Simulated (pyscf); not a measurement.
`[B][NH2]` [singlet] -> `[BH]=[NH]`, a hydrogen shift (singlet surface; H–N broken, B–H formed). PySCF, gas phase, ωB97X-D3(BJ)/def2-SVP geometries. MP2 and CC: frozen core, UHF for open shells. ΔMP2 is the change of the MP2 total energy from the triple- to the quadruple-zeta basis. Energies in kcal/mol from the reactant's lowest minimum found.

Small-basis levels: PySCF, no dispersion term, spherical d functions. 

Q: Quick HF/STO-3G single points give ΔE‡ = 57.7 kcal/mol and ΔE = -57.8 kcal/mol. What does CCSD(T)/def2-TZVPP + ΔMP2(QZVPP) give, and how far is the quick result from it?

A: CCSD(T)/def2-TZVPP + ΔMP2(QZVPP) gives ΔE‡ = 31.8 kcal/mol and ΔE = -38.4 kcal/mol. HF/STO-3G lies 26.0 kcal/mol over it in the barrier and 19.4 kcal/mol under it in the reaction energy, so on this step it does not hold to within 3.0 kcal/mol. CCSD(T)/def2-TZVPP + ΔMP2(QZVPP) has limits of its own. This is the saddle that the search found; another between the same sides may lie lower. The CCSD(T) − MP2 part came from Ansatz, without density fitting, on the same reference.
